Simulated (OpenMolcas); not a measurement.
Predicting a hybrid from its neighbours: CH6B2O

CH6B2O has 10 atoms, charge 0, and is taken as a singlet. As SMILES, `BB(C)O`. Geometry: relaxed at PBE0-D4/def2-TZVP. This is one conformer, not always the lowest.

The HOMO–LUMO gap y, in eV, basis def2-SVP; a is the functional's share of exact exchange. Programs: OpenMolcas 26.06.

```
functional     program     a  y (eV)
      TPSS  OpenMolcas     0    3.81
       PBE  OpenMolcas     0    3.39
     B3LYP  OpenMolcas   0.2       ?
      PBE0  OpenMolcas  0.25    5.80
     BHLYP  OpenMolcas   0.5    8.21
```

Q: Fit y = c + s·a to the known rows and predict B3LYP.

A: 
1. Means of the 4 rows: a = 0.1875, y = 5.303.
2. Σ(Δa)² = 0.17188, Σ(Δa·Δy) = 1.5781, so the slope is 1.5781/0.17188 = 9.1814.
3. Intercept: 5.303 − (9.1814) × 0.1875 = 3.581. The largest residual of the fit is 0.23.
4. B3LYP: 3.581 + (9.1814) × 0.2 = 5.42 eV.

The run gave 5.38 eV, so the prediction is off by +0.04 eV, within the largest residual. Exact exchange lowers occupied levels and raises empty ones. The rows mix families of semi-local functionals, which the line can't see.
